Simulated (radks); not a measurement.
Question: These are the eigenvalues of the occupied orbitals of an atom or ion with whole-number occupations (hartree). Method: Dirac Kohn-Sham, PBEsol, spin-unpolarised, spherical densities, point nucleus; computed with a radial shooting solver on a logarithmic mesh with Libxc functionals.

1s1/2: -2550.800
2s1/2: -441.0877
2p1/2: -421.8582
2p3/2: -372.1694
3s1/2: -102.6000
3p1/2: -94.04094
3p3/2: -83.29701
3d3/2: -68.89067
3d5/2: -66.55357
4s1/2: -22.21572
4p1/2: -18.66841
4p3/2: -16.17569
4d3/2: -10.35165
4d5/2: -9.89244
5s1/2: -4.21756
5p1/2: -3.14923
5p3/2: -2.76902
4f5/2: -2.60091
4f7/2: -2.51832
5d3/2: -1.34800
5d5/2: -1.30802
6s1/2: -1.14909

Which element is it, and in what charge state? The configuration may be excited. Open shells, if any, are shared by 2j + 1.

Answer: Z = 74, tungsten, charge +3: W3+ in [Xe] 4f14 5d1 6s2. The list shows which subshells hold electrons but not how many an open one holds; the 1s level, -2550.8 hartree, gives Z - s = 71.4 by -(Z - s)^2/2, which with screening and relativity narrows Z to a few neighbours, and the depths of the outer levels then fix element, charge and occupations together.
